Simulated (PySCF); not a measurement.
(3S)-1,3-dimethylcyclobutene (C6H10), SMILES CC1=C[C@@H](C)C1.

Geometry: PBE-D3(BJ)/def2-SVP.

Computed with PBE-D3(BJ)/def2-SVP in PySCF.

Harmonic, unscaled wavenumbers; measured fundamentals usually lie a few per cent lower.

List the normal modes with their intensities. (An estimate is asked for; the answer gives what the named calculation found.)


```csv
mode,ν (cm⁻¹),IR (km/mol),moving atoms (share of kinetic energy)
1,121,0.8,"C 65 %, H 35 %"
2,163,0.1,H 94 %
3,235,0.5,"H 76 %, C 24 %"
4,281,0.7,"H 57 %, C 43 %"
5,357,7.0,"C 63 %, H 37 %"
6,368,0.8,"C 58 %, H 42 %"
7,446,2.2,"H 54 %, C 46 %"
8,626,0.9,"C 73 %, H 27 %"
9,765,5.2,"C 55 %, H 45 %"
10,803,9.4,"H 65 %, C 35 %"
11,874,1.2,"C 50 %, H 50 %"
12,889,7.8,"H 77 %, C 23 %"
13,917,1.1,"H 53 %, C 47 %"
14,960,3.4,"H 78 %, C 22 %"
15,964,4.8,"C 58 %, H 42 %"
16,1011,1.6,"H 62 %, C 38 %"
17,1044,2.3,"H 66 %, C 34 %"
18,1060,0.3,"H 57 %, C 43 %"
19,1129,0.8,"H 55 %, C 45 %"
20,1156,2.4,"H 63 %, C 37 %"
21,1173,0.6,"H 53 %, C 47 %"
22,1196,2.0,"H 61 %, C 39 %"
23,1270,8.0,"C 65 %, H 35 %"
24,1301,11.3,"H 57 %, C 43 %"
25,1338,3.5,"H 72 %, C 28 %"
26,1343,1.2,"H 61 %, C 39 %"
27,1392,3.5,"H 88 %, C 12 %"
28,1394,8.5,H 96 %
29,1401,9.0,H 94 %
30,1414,4.2,H 96 %
31,1419,3.9,H 95 %
32,1674,13.1,C 94 %
33,2952,23.8,H 97 %
34,2955,34.4,H 92 %
35,2959,36.1,H 97 %
36,2962,33.6,H 95 %
37,3017,22.5,"H 90 %, C 10 %"
38,3020,11.3,"H 91 %, C 9 %"
39,3049,18.6,"H 91 %, C 9 %"
40,3050,27.1,"H 91 %, C 9 %"
41,3065,12.4,"H 91 %, C 9 %"
42,3105,18.0,"H 91 %, C 9 %"
```
